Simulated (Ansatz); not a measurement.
A search over several starts for the lowest SCF solution of Mo₂P₂⁺ at the given spin, in a small basis.

```yaml
crystal:
  periodic: [false, false, false]
  atoms:
    - {symbol: Mo, position_ang: [0.006427, -1.054956, -0.031598]}
    - {symbol: Mo, position_ang: [-0.006424, 1.054952, 0.031704]}
    - {symbol: P, position_ang: [2.113036, -0.490243, -0.065971]}
    - {symbol: P, position_ang: [-2.113038, 0.490247, 0.065866]}
basis:
  gaussian: {orbitals: def2-SVP}
total_charge: 1
magnetization: {spin_polarized: true, initial_magnetization: 1}
hamiltonian: {xc: pbe0, dispersion: d4}
output: {orbitals: {seedname: orbitals}}
```

```sh
$ ansatz run in.yaml --threads 4 --pin off --events-out ev --progress --plain --max-ram 3916MiB
```

Shortened log:

```
Functional definition: PBE0
970 factors; integrals over basis functions are off by at most 9.4e-4 eV
mean field evaluation 1: about -22235.6362 eV, gradient 7.6e1 eV
mean field evaluation 2: about -21969.8630 eV, gradient 1.8e2 eV
mean field evaluation 4: about -22263.7390 eV, gradient 1.8e1 eV
mean field evaluation 8: about -22265.7594 eV, gradient 1.6e0 eV
mean field evaluation 16: about -22265.8860 eV, gradient 1.2e-1 eV
mean field evaluation 32: about -22265.8941 eV, gradient 1.3e-1 eV
mean field evaluation 64: about -22009.1358 eV, gradient 1.4e2 eV
mean field evaluation 96: about -21929.2564 eV, gradient 1.7e2 eV
mean field evaluation 128: about -21891.4843 eV, gradient 1.8e2 eV
mean field evaluation 160: about -21891.4845 eV, gradient 1.8e2 eV
mean field evaluation 192: about -21811.9112 eV, gradient 2.0e2 eV
mean field evaluation 224: about -22190.1475 eV, gradient 1.4e2 eV
mean field evaluation 256: about -22265.9567 eV, gradient 4.0e-2 eV
mean field evaluation 288: about -22265.9570 eV, gradient 2.8e-5 eV
mean field evaluation 320: about -22265.9570 eV, gradient 2.1e-2 eV
mean field evaluation 352: about -22265.9570 eV, gradient 1.3e-5 eV
mean field evaluation 384: about -22265.9570 eV, gradient 5.8e-3 eV
mean field evaluation 416: about -22265.9570 eV, gradient 3.2e-3 eV
mean field evaluation 448: about -22265.8276 eV, gradient 5.0e-1 eV
mean field evaluation 480: about -22265.9570 eV, gradient 5.9e-5 eV
mean field evaluation 512: about -22265.3110 eV, gradient 6.9e0 eV
mean field evaluation 544: about -22265.9315 eV, gradient 4.1e-1 eV
mean field -22265.95704839 eV, -818.2588291207 hartree, gradient 6.7e-6 eV, S^2 1.434962; 16 other end points of the search recorded, 0 dependent functions left out
reference -22265.95708591 eV, -818.2588304995 hartree; 29, 28 occupied and 69, 70 virtual orbitals, 970 factors
Total energy: -22266.16492744 eV, -818.2664685348 hartree
```

Hardware: 4 threads of Arm Neoverse V2 on a shared host. Wall time 52 s.

Other converged states that the search met: 0.07 eV higher (⟨S²⟩ = 0.78).

In the def2 sets Mo takes a core potential; there is no spin–orbit coupling. The charge 1 doublet is spin-contaminated (final ⟨S²⟩ up to 1.43, 0.75 for a pure state). The structure comes from a short search, and lower isomers may exist.
